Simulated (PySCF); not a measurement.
## TDDFT excited states: [C4H3F2O]+

Species: C4H3F2O (charge +1).
SMILES: `FC(F)O[c+]1cc1`

Computed, not measured: PySCF, TDDFT PBE0/def2-SVPD, vertical, gas phase, core orbitals frozen in the response. Isolated species at its GFN2-xTB geometry (one conformer only). Torsions of this conformer, `[F:1][CH:2]([F:3])[O:4][c+:5]1[cH:6][cH:7]1`: F1–C2–O4–C5 59°, C2–O4–C5–C6 180°.

Problem. What does the calculation give for the low-lying excited states?

Solution. 

```csv
state,E (eV),E (kJ/mol),λ (nm),f,|μ| (D),"main configurations (H = HOMO, L = LUMO)"
S1,6.70,647,185.0,0.0000,0.02,H→L (95%)
S2,7.18,693,172.7,0.0000,0.02,H→L+1 (95%)
S3,7.79,752,159.1,0.0001,0.04,"H-2→L (73%), H-5→L (21%)"
S4,7.93,765,156.4,0.049,1.27,H-1→L (96%)
S5,8.51,821,145.8,0.0014,0.21,H-2→L+1 (87%)
S6,8.58,828,144.6,0.0001,0.05,"H-5→L (58%), H-2→L (23%), H-6→L (9%)"
S7,8.59,829,144.3,0.251,2.77,H-1→L+1 (94%)
S8,8.84,853,140.3,0.011,0.58,H-3→L (98%)
```

Triplets, Tamm–Dancoff:

```json
{"state": "T1", "E (eV)": "5.77", "λ (nm)": "214.9", "main configurations (H = HOMO, L = LUMO)": "H-1→L (84%)"}
{"state": "T2", "E (eV)": "6.21", "λ (nm)": "199.7", "main configurations (H = HOMO, L = LUMO)": "H→L (92%)"}
{"state": "T3", "E (eV)": "6.70", "λ (nm)": "185.2", "main configurations (H = HOMO, L = LUMO)": "H→L+1 (93%)"}
```

The lowest singlet lies at 6.70 eV (185 nm, vacuum ultraviolet) and is dark (f under 0.0005); its leading configuration is HOMO→LUMO (95%). The most intense listed level is S7 at 8.59 eV (144 nm, f = 0.251), 1.89 eV above S1. Löwdin shares by element: HOMO carbon 48% or more, oxygen 29% (atoms not listed hold the other 23%); LUMO carbon 90% or more, hydrogen 5% or more. The listed states span 2.13 eV, and the widest gap between neighbours is 0.61 eV (S2 to S3). Orbital energies (eV): HOMO-3 -17.19, HOMO-2 -16.45, HOMO-1 -16.18, HOMO -15.94, LUMO -7.39, LUMO+1 -6.55, LUMO+2 -3.75. The oscillator strengths of these states sum to 0.312; summed over the whole spectrum of an exact calculation they would give the number of electrons, 52 (Thomas–Reiche–Kuhn). Only the lowest 8 singlets were computed, as vertical energies without vibronic structure.
